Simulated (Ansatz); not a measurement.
Calculated with Ansatz (gas phase, PBE0-D4/def2-TZVP geometries, no zero-point term in ΔE). CCSD(T)/CBS adds triple-zeta CCSD(T) − MP2 to the extrapolated MP2 energy (def2 sets, frozen cores). DFT in def2-TZVPP. Each species was taken in one conformer, which may not be the lowest.

Reaction (isomerisation): `C/C=C/[SiH2]C` → `C=CCC[SiH3]`

`C/C=C/[SiH2]C`:

Z-matrix (Å, degrees):
```
C
C 1 1.490
H 1 1.095 2 110.8
H 1 1.095 2 110.8 3 -117.9
H 1 1.091 2 111.6 3 121.0
C 2 1.333 1 125.8 3 -121.2
H 2 1.091 1 115.5 3 58.7
Si 6 1.856 2 123.4 1 -179.7
H 6 1.092 2 117.5 1 0.0
C 8 1.873 6 111.9 2 118.8
H 8 1.491 6 107.8 2 -2.7
H 8 1.492 6 110.0 2 -120.4
H 10 1.093 8 110.8 6 59.3
H 10 1.093 8 110.9 6 179.2
H 10 1.092 8 110.8 6 -60.5
```

`C=CCC[SiH3]`:

```xyz
15

C    -0.400    2.226    0.094
C     0.380    1.309   -0.462
C    -0.104    0.076   -1.150
C     0.412   -1.209   -0.491
Si   -0.105   -1.423    1.306
H     0.012    3.097    0.590
H    -1.481    2.137    0.070
H     1.461    1.434   -0.410
H    -1.198    0.075   -1.161
H     0.222    0.096   -2.197
H     1.507   -1.246   -0.540
H     0.055   -2.081   -1.050
H    -1.564   -1.162    1.451
H     0.632   -0.507    2.214
H     0.170   -2.822    1.738
```

Problem. Is it downhill or uphill in electronic energy at CCSD(T)/CBS, and by how much? (Best estimate.)

Solution. Ansatz gave: Uphill: ΔE = +13.2 kcal/mol.

Problem. What do these levels give: r2SCAN-D4, PBE0, MP2/def2-TZVPP, MP2/def2-QZVPP, SCS-MP2/def2-QZVPP, MP2/CBS(def2)? (Estimate.)

Solution. Ansatz gave: r2SCAN-D4 14.7, PBE0 14.4, MP2/def2-TZVPP 13.4, MP2/def2-QZVPP 13.6, SCS-MP2/def2-QZVPP 13.2, MP2/CBS(def2) 13.8 kcal/mol.

Largest T1 diagnostic among the species: 0.011.

The D4 term adds −1.1 kcal/mol with B3LYP and −0.6 kcal/mol with PBE0; it sums over pairs of atoms, weighted by their polarisabilities, and B3LYP, whose exchange is more repulsive, gets the larger term.

B3LYP here is the variant with VWN-RPA as its local correlation; programs differ in this.
